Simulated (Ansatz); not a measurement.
Geometry optimisation, Ansatz, RKS PBE0-D4/def2-SVP.

The input (input.yaml):

```yaml
crystal:
  periodic: [false, false, false]
  atoms:
    - { symbol: W, position_ang: [0.0, 0.0, 0.0] }
    - { symbol: Cl, position_ang: [0.0, 0.0, 2.39] }
    - { symbol: H, position_ang: [1.72, 0.0, 0.0] }
    - { symbol: F, position_ang: [0.0, 1.85, 0.0] }
    - { symbol: H, position_ang: [-1.72, 0.0, 0.0] }
    - { symbol: H, position_ang: [0.0, -1.72, 0.0] }
    - { symbol: F, position_ang: [0.0, 0.0, -1.85] }
basis:
  gaussian: { orbitals: def2-SVP }
hamiltonian:
  xc: pbe0
  dispersion: d4
relax:
  f_tol: 0.02
  max_steps: 40
```

Run as:

```bash
$ ansatz run input.yaml --threads 1 --pin off --max-ram 2048MiB --backend cpu --events-out ev --progress --plain --runs-dir out
```

Task: Where does it end, and by what steps?

Result: The run converged. After 8 steps the energy has fallen by 3.264 eV; H3 moved furthest, 0.82 Å.

```csv
step,energy less start (eV),largest force component (eV/Å),accepted
0,0.0000,3.857,yes
1,-1.3689,1.932,yes
2,-2.1779,1.928,yes
3,-2.8386,1.353,yes
4,-3.1952,0.497,yes
5,-3.2588,0.455,yes
6,-3.2628,0.166,yes
7,-3.2633,0.099,yes
8,-3.2636,0.011,yes
```

```xyz
7
Properties=species:S:1:pos:R:3
W 0.000 0.328 0.076
Cl 0.000 0.147 2.309
H 1.312 -0.707 0.037
F 0.000 2.231 -0.098
H -1.312 -0.707 0.037
H 0.000 -1.396 -0.058
F 0.000 0.234 -1.762
```

Whether the end is a true minimum wasn't checked by a vibrational analysis.

Time of the run: 53 s on 1 thread of Arm Neoverse V1, with other jobs on the host, peak memory 0.2 GiB.
